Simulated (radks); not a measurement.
Results of a calculation; reference values are marked as such.
All-electron atom: the nitrogen ion N0.2+ in [He] 2s(up 1, down 0.8) 2p3 (fractional occupations, a model configuration). Level of theory: scalar-relativistic Kohn-Sham, r2SCAN, spin-polarised, spherical densities, finite nucleus; open shells are filled with parallel spins first; meta-GGA in the generalised Kohn-Sham scheme; Fermi nuclear charge, rms radius 2.5582 fm (a radial shooting solver on a logarithmic mesh with Libxc functionals).

X-ray form factor f0, the Fourier transform of the density (f0(0) = 6.8):

sin(theta)/lambda (1/angstrom)  f0 (electrons)
0.05                                     6.600
0.1                                      6.061
0.15                                     5.328
0.2                                      4.554
0.25                                     3.845
0.3                                      3.251
0.4                                      2.425
0.5                                      1.963
0.6                                      1.709
0.8                                      1.445
1                                        1.260
1.25                                     1.041
1.5                                      0.837
2                                        0.521
